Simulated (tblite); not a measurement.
C6H9FOS.
Z-matrix (Å and degrees, GFN2-xTB geometry), rows numbered from 1:
```
O 
C   1  1.2045
C   2  1.5119  1  122.75
C   3  1.5282  2  110.78  1   116.95
S   4  1.8166  3  110.86  2    63.42
C   5  1.8126  4   96.32  3   -59.24
C   2  1.5201  1  122.53  3   178.09
C   7  1.5280  2  110.01  1     4.38
F   8  1.3712  7  110.14  2   175.61
H   3  1.0923  2  108.72  1    -3.60
H   3  1.0918  2  109.45  1  -122.68
H   4  1.0910  3  111.04  2   -57.15
H   4  1.0887  3  110.80  2  -178.69
H   6  1.0895  5  106.60  4   179.56
H   6  1.0915  5  108.51  4   -62.85
H   7  1.0956  2  109.03  1   123.94
H   8  1.0941  7  111.31  2   -65.52
H   8  1.0936  7  110.94  2    56.96
```

Computed values, GFN2-xTB/tblite, gas phase, harmonic and unscaled. This tight-binding method is rough: wavenumbers can miss measured ones by several per cent, in bad cases by 10 to 20. One conformer, not necessarily the lowest.

Harmonic wavenumbers (cm⁻¹): 66.9, 83.3, 120.0, 177.6, 239.1, 290.3, 300.8, 327.9, 402.4, 483.7, 564.2, 677.1, 698.8, 748.1, 804.0, 831.6, 891.9, 930.6, 989.2, 1014.4, 1042.5, 1062.9, 1077.3, 1103.2, 1107.1, 1139.6, 1185.1, 1196.0, 1238.0, 1249.7, 1261.9, 1279.0, 1291.5, 1330.1, 1437.6, 1443.7, 1447.9, 1448.6, 1769.0, 2938.4, 2961.7, 2968.3, 2970.0, 2970.5, 2985.0, 2986.8, 3009.3, 3013.1.

A = 1960, B = 1108, C = 755.7 MHz; mass 148.036 u (most abundant isotopes); point group C1, symmetry number 1.

**Question.** What is the zero-point energy?

**Answer.** Half the sum of the wavenumbers: 30778 cm⁻¹ = 368.18 kJ/mol.

**Question.** Entropy at 400 K, 1 bar (ideal gas, RRHO, classical rotation)?

**Answer.** Translation 177.29, rotation 127.77, vibration 140.41: S = 445.5 J/(mol K).

**Question.** And Cp and H(400 K) − H(0)?

**Answer.** Cp = 189.69 J/(mol K), of which vibrations give 156.43 (their classical limit is 48 R = 399.1); H(400 K) − H(0) = 43.59 kJ/mol without the zero-point energy, 30.28 from vibrations.

**Question.** Blend soft modes into free rotors: weight 1/[1 + (100 cm⁻¹/ν̃)⁴] for the oscillator and the rest for a rotor with moment μB/(μ + B), μ = h/(8π²ν), B = 10⁻⁴⁴ kg m². What vibrational entropy results?

**Answer.** 131.91 J/(mol K) in place of 140.41, which changes −T·S at 400 K by +3.40 kJ/mol.

**Question.** What must be added to the electronic energy to get the Gibbs energy at 400 K and 1 bar?

**Answer.** ZPE + [H(400 K) − H(0)] − T·S = 368.18 + 43.59 − 178.19 = 233.58 kJ/mol.

**Question.** How do the functions run with temperature in this model?

**Answer.** 
| T (K) | S (J/(mol K)) | Cp (J/(mol K)) | H − H(0) (kJ/mol) | G − H(0) (kJ/mol) | ln q(vib) |
| --- | --- | --- | --- | --- | --- |
| 100 | 285.6 | 70.8 | 5.00 | -23.56 | 1.19 |
| 200 | 346.0 | 107.4 | 13.92 | -55.27 | 3.32 |
| 300 | 397.1 | 148.3 | 26.66 | -92.46 | 5.53 |
| 500 | 491.8 | 225.5 | 64.40 | -181.48 | 10.07 |
| 800 | 615.3 | 298.6 | 144.09 | -348.13 | 16.88 |
| 1000 | 685.4 | 329.2 | 207.04 | -478.35 | 21.18 |

q(vib) and H(0) count from the zero-point level.

Hindered rotation and anharmonicity are outside this model. Other conformers, if any are populated, would add a mixing term that is left out. The structure is chiral; the term R ln 2 for an equal mix with its mirror image is left out.
